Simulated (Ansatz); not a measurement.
C3H3F, SMILES `C=C[C]F` (triplet; the order of the spin states depends on the level; C–C–C–F torsion 0°) (charge 0, multiplicity 3). This triplet lies 0.23 eV above the relaxed singlet at the level B3LYP/cc-pVTZ // PBE0-D3(BJ)/def2-TZVP (Ansatz, a quantum-chemistry and plane-wave program); other levels give the other order.

Cartesian coordinates (Å):
SMILES: C=C[C]F
```xyz
7

C      0.9312    -0.0553     0.1503
C     -0.2767     0.5390    -0.1384
C     -1.4774    -0.1171    -0.2005
F     -1.6919    -1.3886    -0.0028
H      1.0032    -1.1161     0.3514
H      1.8371     0.5341     0.1792
H     -0.3254     1.6039    -0.3393
```
Charge 0, spin multiplicity 3.

Frozen-core energies in 6-31g from Ansatz at a geometry from PBE0-D3(BJ)/def2-TZVP; the HF reference has <S^2> = 2.24 and the T1 diagnostic is 0.029.

```tsv
level	energy (Ha)
HF	-214.60948
MP2	-214.93242
CCSD	-214.97214
CCSD(T)	-214.98105
```

Estimate the energies of CCSDT and CCSDT(Q), and give each level's difference from CCSDT(Q).


```tsv
level	energy (Ha)	difference from CCSDT(Q) (mHa)
MP2	-214.93242	50.87
CCSD	-214.97214	11.15
CCSD(T)	-214.98105	2.25
CCSDT	-214.98243	0.86
CCSDT(Q)	-214.98329	0.00
```
